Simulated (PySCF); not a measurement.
A calculated (M06-2X, PySCF 2.14, Sapporo-DZP-2012, scalar relativity by spin-free X2C-1e) atom or ion has these occupied shells.

```tsv
shell	electrons	orbital energy (eV)	rms radius, mean of both spins (bohr)
1s α	1	-2851.6	0.106
1s β	1	-2850.8	0.106
2s α	1	-315.63	0.482
2s β	1	-315.33	0.482
2p α	3	-252.39	0.449
2p β	3	-251.49	0.449
3s α	1	-64.642	1.50
3s β	1	-60.721	1.50
3p α	2	-49.619	1.65
```

(1) Name the element and its charge.

## Answers

(1) Cl³⁺ (chlorine, charge +3), in [Ne] 3s2 3p2, high-spin 3P determinant.
